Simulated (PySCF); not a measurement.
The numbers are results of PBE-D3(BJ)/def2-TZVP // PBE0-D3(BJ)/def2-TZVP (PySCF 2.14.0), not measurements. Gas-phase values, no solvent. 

Reference species (SMILES): `Cl[B]Cl` (neutral, multiplicity 2).

dipole moment: 0.44 D

Changed species: `I[B]I` (radical fragment; the reference has radical fragment).

Task: Give the shifts of the dipole moment.

Result: the dipole moment rises by 0.29 D, to 0.73 D.
